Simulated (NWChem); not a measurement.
System: CH6OSi2, singlet; SMILES CO[Si][SiH3]

```xyz
10

Si     0.8526    -0.1624     0.5801
O     -0.3864    -1.0626    -0.1006
C     -0.4162    -2.4672    -0.1605
H     -1.3100    -2.8390     0.3651
H     -0.4795    -2.7894    -1.2119
H      0.4814    -2.9225     0.2979
Si    -0.2573     1.9300     0.0612
H      0.5227     3.1292     0.5103
H     -1.6012     1.9835     0.7263
H     -0.4701     2.0512    -1.4191
```
Atoms are numbered in this order, from 1.

Computed with NWChem. Low-valent species are run as closed-shell singlets; no triplet was tried in these runs. Coordinates come from a PBE0/def2-SVP optimisation. GIAO values for the isolated, static molecule; σ is the absolute isotropic shielding, δ = σ(reference) − σ with the isolated reference molecule computed at the same levels (13C: tetramethylsilane, 1H: tetramethylsilane, 17O: water, 29Si: tetramethylsilane).

### Question
What does the run give for LDA (Slater exchange, VWN5)/pcSseg-1? Quantities: δ Si1 (ppm); δ O2 (ppm); δ C3 (ppm); δ H4 (rotor mean) (ppm); δ Si7 (ppm); δ H8 (rotor mean) (ppm).

### Answer
The δ Si1 (ppm) comes out as 694.0, the δ O2 (ppm) is 459.5 and the δ C3 (ppm) is 70.9. The δ H4 (rotor mean) (ppm) is 5.08 and the δ Si7 (ppm) comes out as -117.7. The δ H8 (rotor mean) (ppm) comes out as 3.43.
